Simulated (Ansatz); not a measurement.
Consider the ligand exchange at a B–C bond: `BC[SiH3]` + `C=CNC` → `BN(C)C=C` + `C[SiH3]`.

Program: Ansatz. Geometries: PBE0-D4/def2-TZVP. ΔE: electronic, gas phase. CCSD(T)/CBS adds triple-zeta CCSD(T) − MP2 to the extrapolated MP2 energy (def2 sets, frozen cores). This one scheme is used for every species. DFT in def2-TZVPP. B3LYP here is the variant with VWN-RPA as its local correlation; programs differ in this. Each species was taken in one conformer, which may not be the lowest.

| species | B3LYP-D4 energy (Eh) |
| --- | --- |
| `BC[SiH3]` | -356.71510 |
| `C=CNC` | -173.34002 |
| `BN(C)C=C` | -198.84070 |
| `C[SiH3]` | -331.26810 |

(1) Work out ΔE.

Largest T1 diagnostic among the species: 0.013.

Results:

(1) ΔE = (-198.84070) + (-331.26810) − (-356.71510) − (-173.34002) = -0.05368 Eh = -33.7 kcal/mol. CCSD(T)/CBS gives -34.4 kcal/mol.

Leaving LDA and LC-ωPBE aside and taking each functional with its dispersion term where it has one, the values, not all of them listed here, spread over 1.8 kcal/mol, from CAM-B3LYP-D4 to revPBE-D4. LDA lies −2.9 kcal/mol from PBE without D4. In def2-TZVPP, CCSD(T) changes the Hartree–Fock value by −2.8 kcal/mol (the triples alone add −0.5 kcal/mol) and MP2 by −3.2 kcal/mol.
